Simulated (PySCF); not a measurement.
Compound: C₅H₆N₂Si.
Numbering: `[CH:1]#[C:2][c:3]1[cH:4][n:5][cH:6][n:7]1[SiH3:8]` (hydrogens: H9 on C1; H10 on C4; H11 on C6; H12, H13, H14 on Si8)

The same species was optimised twice, with GFN2-xTB and with PBE0-D3(BJ)/def2-SVP (PySCF), and the same property calculations (PySCF, gas phase) were run on both structures.

```tsv
coordinate	GFN2-xTB	PBE0-D3(BJ)/def2-SVP	change
N7–Si8 (Å)	1.753	1.785	+0.032
C2–C3 (Å)	1.400	1.414	+0.014
C1≡C2 (Å)	1.202	1.215	+0.013
C3–C4 (Å)	1.373	1.384	+0.011
N5–C6 (Å)	1.298	1.309	+0.011
C3–N7 (Å)	1.383	1.391	+0.008
C6–N7 (Å)	1.362	1.368	+0.006
C4–N5 (Å)	1.358	1.360	+0.002
C2–C3–C4 (°)	130.5	132.2	+1.7
C6–N7–Si8 (°)	129.4	128.2	-1.2
C4–C3–N7 (°)	106.5	105.6	-0.9
C2–C3–N7 (°)	123.0	122.2	-0.8
C3–C4–N5 (°)	109.7	110.4	+0.7
C3–N7–C6 (°)	104.7	105.4	+0.7
C3–N7–Si8 (°)	125.9	126.4	+0.5
N5–C6–N7 (°)	113.4	113.0	-0.4
```

Rotational constants: A = 2190, B = 1941, C = 1042 MHz (GFN2-xTB) against A = 2167, B = 1892, C = 1022 MHz (PBE0-D3(BJ)/def2-SVP). Point groups within 0.08 Å: Cs and Cs.

On the GFN2-xTB structure: lowest singlet, TDDFT (eV) 5.12 [B3LYP/def2-SVPD]; lowest triplet, Tamm–Dancoff (eV) 3.55 [B3LYP/def2-SVPD]; isotropic polarisability (au) 96.6 [B3LYP/def2-SVPD]; HOMO (eV) -6.39 [B3LYP/def2-SVPD]; LUMO (eV) -0.90 [B3LYP/def2-SVPD]; dipole (D) 3.22 [B3LYP/def2-SVPD]; HOMO (eV) -6.58 [PBE0/pcSseg-1]; LUMO (eV) -0.66 [PBE0/pcSseg-1]; dipole (D) 3.36 [PBE0/pcSseg-1]; GIAO shielding of C1 (ppm) 91.3 [PBE0/pcSseg-1]; GIAO shielding of C2 (ppm) 108.4 [PBE0/pcSseg-1]; GIAO shielding of C3 (ppm) 65.8 [PBE0/pcSseg-1]; GIAO shielding of C4 (ppm) 38.5 [PBE0/pcSseg-1]; GIAO shielding of N5 (ppm) -46.6 [PBE0/pcSseg-1]; GIAO shielding of C6 (ppm) 42.2 [PBE0/pcSseg-1]; GIAO shielding of N7 (ppm) 86.3 [PBE0/pcSseg-1]; GIAO shielding of Si8 (ppm) 404.9 [PBE0/pcSseg-1].

Problem. What do these properties become on the PBE0-D3(BJ)/def2-SVP structure?

Solution. 
```
                                    property            level  on GFN2-xTB  on PBE0-D3(BJ)/def2-SVP  change
                  lowest singlet, TDDFT (eV)  B3LYP/def2-SVPD         5.12                     5.06   -0.06
           lowest triplet, Tamm–Dancoff (eV)  B3LYP/def2-SVPD         3.55                     3.48   -0.07
               isotropic polarisability (au)  B3LYP/def2-SVPD         96.6                     99.2    +2.6
                                   HOMO (eV)  B3LYP/def2-SVPD        -6.39                    -6.40   -0.01
                                   LUMO (eV)  B3LYP/def2-SVPD        -0.90                    -0.98   -0.08
                                  dipole (D)  B3LYP/def2-SVPD         3.22                     3.22    0.00
energy, GFN2-xTB geometry as zero (kcal/mol)  B3LYP/def2-SVPD          0.0                     -2.5    -2.5
                                   HOMO (eV)    PBE0/pcSseg-1        -6.58                    -6.59   -0.01
                                   LUMO (eV)    PBE0/pcSseg-1        -0.66                    -0.74   -0.08
                                  dipole (D)    PBE0/pcSseg-1         3.36                     3.36    0.00
energy, GFN2-xTB geometry as zero (kcal/mol)    PBE0/pcSseg-1          0.0                     -1.3    -1.3
                  GIAO shielding of C1 (ppm)    PBE0/pcSseg-1         91.3                     89.4    -1.9
                  GIAO shielding of C2 (ppm)    PBE0/pcSseg-1        108.4                    107.8    -0.6
                  GIAO shielding of C3 (ppm)    PBE0/pcSseg-1         65.8                     63.3    -2.5
                  GIAO shielding of C4 (ppm)    PBE0/pcSseg-1         38.5                     37.9    -0.6
                  GIAO shielding of N5 (ppm)    PBE0/pcSseg-1        -46.6                    -48.6    -2.0
                  GIAO shielding of C6 (ppm)    PBE0/pcSseg-1         42.2                     39.6    -2.6
                  GIAO shielding of N7 (ppm)    PBE0/pcSseg-1         86.3                     79.2    -7.1
                 GIAO shielding of Si8 (ppm)    PBE0/pcSseg-1        404.9                    401.9    -3.0
```

The heavy atoms differ by 0.026 Å rms after alignment. Among bonds between heavy atoms N7–Si8 changes most (+0.032 Å). Changes are differences of the printed values. Neither structure is proved a minimum here.
